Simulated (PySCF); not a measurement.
silylmethoxysilane (CH8OSi2), SMILES [SiH3]CO[SiH3].

Geometry: B3LYP-D3(BJ)/def2-SVP. One conformer was computed; it need not be the lowest.

All values below come from B3LYP-D3(BJ)/def2-SVP (PySCF 2.14.0).

Frequencies are harmonic and unscaled.

Q: List the normal modes with their intensities. (The exact figures need the calculation; the answer reports its results.)

A: 
```tsv
mode	ν (cm⁻¹)	IR (km/mol)	Raman (Å⁴/amu)	depolarisation	moving atoms (share of kinetic energy)
1	38	0.7	0.0	–	H 53 %, Si 24 %, O 14 %, C 9 %
2	90	0.5	0.3	0.61	H 63 %, Si 23 %, O 11 %
3	142	0.2	0.1	0.32	H 82 %, O 9 %
4	223	4.1	0.9	0.26	H 34 %, Si 27 %, O 26 %, C 12 %
5	232	4.7	0.4	0.74	O 38 %, H 35 %, C 18 %, Si 9 %
6	494	7.6	4.2	0.74	H 95 %
7	562	13.5	20.4	0.41	H 55 %, Si 26 %, C 11 %
8	713	50.7	15.5	0.73	H 83 %, Si 9 %
9	734	66.4	7.9	0.64	H 63 %, C 20 %, Si 13 %
10	738	8.4	12.6	0.64	H 51 %, C 27 %, Si 19 %
11	779	58.4	7.7	0.19	O 32 %, H 26 %, Si 23 %, C 19 %
12	865	19.2	7.4	0.72	H 64 %, C 25 %
13	921	339.8	11.0	0.75	H 88 %, Si 10 %
14	939	86.4	18.0	0.75	H 95 %
15	948	39.4	24.7	0.75	H 97 %
16	956	25.1	22.0	0.75	H 96 %
17	963	107.7	20.0	0.75	H 95 %
18	997	267.6	13.6	0.66	H 88 %, Si 11 %
19	1131	184.9	7.9	0.48	O 52 %, C 33 %, H 13 %
20	1265	31.5	5.5	0.64	H 84 %, O 10 %
21	1295	1.2	5.8	0.35	H 77 %, C 21 %
22	1461	5.2	14.5	0.75	H 94 %
23	2200	148.1	76.4	0.51	H 96 %
24	2208	63.7	72.4	0.30	H 98 %
25	2213	113.6	219.0	0.09	H 97 %
26	2230	108.8	122.9	0.20	H 97 %
27	2238	102.9	96.5	0.46	H 96 %
28	2264	111.1	153.1	0.25	H 97 %
29	2984	31.4	91.2	0.10	H 94 %
30	3054	19.5	106.5	0.51	H 91 %, C 9 %
```
